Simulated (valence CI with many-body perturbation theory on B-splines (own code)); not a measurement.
Forbidden lines of Gd¹⁵⁺

Level of theory: configuration interaction combined with many-body perturbation theory (CI+MBPT): three valence electrons over a frozen Dirac-Fock core [Kr] 4d10, radial functions for each j: 8 s, 8 p, 9 d, 9 f, 6 g, 3 h, 2 i, with the one-electron correlation potential Σ1, the two-electron term Σ2, the three-electron term Σ3, Breit, model QED; selected CI, second order for the rest (own B-spline code, finite nucleus).

No measured spectrum was set against this ion. As an estimate, terms of the open shell hold to a few per cent of their energy, and close levels can change places; configurations with another count of f electrons can be misplaced by thousands of cm⁻¹. Core correlation moves these levels by up to 36000 cm⁻¹, and in measured spectra 5 to 20 % of such shifts remained as error; rates that hang on mixing are uncertain with them.

Lines 1 to 50 of 120 in falling wavelength, among levels below 118490 cm⁻¹, chosen from the decays that carry over 1 % of a level's rate. Wavelengths and rates use the calculated energies, so an error of 2000 cm⁻¹ moves a line at 45770 Å by 92 % and its rate by three times that or more. S is in atomic units (e²a₀⁴ for E2 and M2, e²a₀⁶ for E3), for M1 in squared Bohr magnetons. Weak lines are less certain than strong ones. Lines between different terms over intervals too small for the method are left out, as are lines whose strength nearly cancels. Where a level lies close to another of its J and parity, the split of strength between their lines is uncertain. Intervals below about 2000 cm⁻¹, as at the head of this list, are uncertain by tens of per cent.

Names give the largest LS component (configuration and term), which can be under half, so a name can repeat, a term be missing and a line seem to break the LS rules; names also repeat where a configuration has a term twice. Letters in brackets count levels of one name in rising energy.

```csv
λ vac (Å),Upper,Lower,Type,A (s⁻¹),S (a.u.)
46930,4f3 4F°_7/2,4f3 4F°_5/2,M1,3.31e-01,1.02e+01
45770,4f3 4S°_3/2,4f3 4F°_5/2,M1,1.15e-02,1.64e-01
45250,4f3 4D°_1/2,4f3 4D°_3/2,M1,6.02e-01,4.14e+00
33870,4f3 4F°_5/2,4f3 4F°_3/2,M1,1.01e+00,8.69e+00
31490,4f3 4F°_9/2,4f3 4F°_7/2,M1,6.06e-01,7.01e+00
31110,4f3 2L°_17/2,4f3 2L°_15/2,M1,3.85e-01,7.73e+00
27090,4f3 2I°_13/2,4f3 2I°_11/2,M1,4.95e-01,5.11e+00
26460,4f3 4F°_7/2,4f3 2H°_9/2 [a],M1,3.31e-01,1.82e+00
23990,4f3 2P°_1/2,4f3 2D°_3/2 [a],M1,5.98e-01,6.12e-01
21420,4f3 4G°_11/2,4f3 4G°_9/2,M1,2.29e+00,1.00e+01
21320,4f3 4G°_7/2,4f3 4G°_5/2,M1,2.94e+00,8.45e+00
20720,4f3 2K°_15/2,4f3 2K°_13/2,M1,1.29e+00,6.81e+00
20140,4f3 4I°_11/2,4f3 4I°_9/2,M1,5.05e+00,1.84e+01
20110,4f3 4I°_15/2,4f3 4I°_13/2,M1,3.91e+00,1.89e+01
19960,4f3 4I°_13/2,4f3 4I°_11/2,M1,6.00e+00,2.48e+01
19460,4f3 4S°_3/2,4f3 4F°_3/2,M1,3.74e-01,4.09e-01
19440,4f3 2G°_9/2 [a],4f3 4G°_7/2,M1,2.53e+00,6.90e+00
17130,4f3 2D°_5/2 [a],4f3 2D°_3/2 [a],M1,1.15e+00,1.29e+00
16770,4f3 4G°_9/2,4f3 2G°_7/2 [a],M1,4.66e+00,8.14e+00
16420,4f3 4D°_7/2,4f3 4D°_5/2,M1,3.77e+00,4.95e+00
16220,4f3 4G°_5/2,4f3 4F°_7/2,M1,1.84e-01,1.75e-01
16050,4f3 2P°_3/2,4f3 2D°_5/2 [a],M1,1.56e+00,9.58e-01
15660,4f3 2G°_7/2 [a],4f3 4F°_7/2,M1,1.45e+00,1.65e+00
14380,4f3 4F°_9/2,4f3 2H°_9/2 [a],M1,4.20e+00,4.62e+00
12660,4f3 2P°_3/2,4f3 2P°_1/2,M1,2.33e+00,7.00e-01
12650,4f3 4D°_3/2,4f3 2D°_5/2 [a],M1,6.06e-01,1.82e-01
12050,4f3 4G°_5/2,4f3 4F°_5/2,M1,4.39e-02,1.71e-02
11960,4f3 2H°_11/2 [a],4f3 2H°_9/2 [a],M1,5.28e+00,4.02e+00
11740,4f3 2G°_7/2 [a],4f3 4F°_5/2,M1,3.99e+00,1.92e+00
10900,4f3 4G°_9/2,4f3 4F°_9/2,M1,2.66e+00,1.28e+00
10440,4f3 4D°_3/2,4f3 2P°_1/2,M1,1.83e+00,3.09e-01
10400,4f3 2G°_9/2 [a],4f3 2G°_7/2 [a],M1,6.27e-01,2.62e-01
9839,4f3 2G°_7/2 [a],4f3 2H°_9/2 [a],M1,2.15e+00,6.08e-01
9320,4f3 2I°_11/2,4f3 4G°_11/2,M1,9.95e-01,3.58e-01
9212,4f3 4G°_7/2,4f3 4F°_7/2,M1,2.15e+00,4.98e-01
8890,4f3 4G°_5/2,4f3 4F°_3/2,M1,1.26e-01,1.97e-02
8758,4f3 2G°_9/2 [a],4f3 2H°_11/2 [a],M1,3.83e+00,9.53e-01
8483,4f3 4D°_1/2,4f3 2P°_1/2,M1,1.34e+00,6.05e-02
8286,4f3 2P°_3/2,4f3 2D°_3/2 [a],M1,1.65e+01,1.40e+00
8042,4f3 4G°_11/2,4f3 2H°_11/2 [a],M1,3.85e+00,8.90e-01
7798,4f3 2G°_9/2 [a],4f3 4F°_9/2,M1,1.17e+01,2.06e+00
7742,4f3 2D°_5/2 [a],4f3 2G°_7/2 [a],M1,8.83e-01,9.12e-02
7700,4f3 4G°_7/2,4f3 4F°_5/2,M1,2.07e+00,2.81e-01
7458,4f3 2D°_3/2 [a],4f3 4S°_3/2,M1,1.37e+01,8.43e-01
7275,4f3 4D°_3/2,4f3 2D°_3/2 [a],M1,7.20e-02,4.11e-03
7269,4f3 4D°_5/2,4f3 2D°_3/2 [a],M1,4.11e+00,3.51e-01
7225,4f3 4G°_11/2,4f3 4F°_9/2,M1,2.48e-01,4.15e-02
6833,4f3 4G°_7/2,4f3 2H°_9/2 [a],M1,2.59e-01,2.45e-02
6494,4f3 2I°_11/2,4f3 4G°_9/2,M1,1.10e+00,1.34e-01
6413,4f3 2D°_3/2 [a],4f3 4F°_5/2,M1,9.67e+00,3.78e-01
```
